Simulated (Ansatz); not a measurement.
Ansatz (a quantum-chemistry and plane-wave program) input (PBE-QIDH/def2-TZVPD):

Ansatz 0.2 input:
```yaml
crystal:
  periodic: [false, false, false]
  atoms:
    - {symbol: Cl, position_ang: [-0.00000000, -0.00000000, -1.39210320]}
    - {symbol: Br, position_ang: [0.00000000, 0.00000000, 0.67616441]}
basis:
  gaussian:
    orbitals: def2-TZVPD
hamiltonian:
  xc: {name: PBE-QIDH}
total_charge: 1
magnetization: {spin_polarized: true, initial_magnetization: 1}
correlation: {electrons: outside_noble_gas}
```

End of the output:

```
integrals: 0.07 GiB planned
635 factors; integrals over basis functions are off by at most 9.0e-4 eV
mean field: 0.51 GiB planned
mean field evaluation 1: about -82529.4380 eV, gradient 1.1e1 eV
mean field evaluation 2: about -82529.5818 eV, gradient 1.1e1 eV
mean field evaluation 4: about -82530.2045 eV, gradient 1.9e0 eV
mean field evaluation 8: about -82530.2276 eV, gradient 1.2e-1 eV
mean field evaluation 16: about -82530.2287 eV, gradient 1.8e-3 eV
mean field -82530.22874918 eV, -3032.9299655342 hartree, gradient 3.4e-6 eV, S^2 0.761810; 0 other end points of the search recorded, 0 dependent functions left out
19 core orbitals not correlated
reference -82530.22875806 eV, -3032.9299658603 hartree; 7, 6 occupied and 77, 78 virtual orbitals, 635 factors
second order -10.31813371 eV of doubles, -0.00000000 eV of singles
Total energy: -82533.66813596 eV, -3033.0563606669 hartree
```
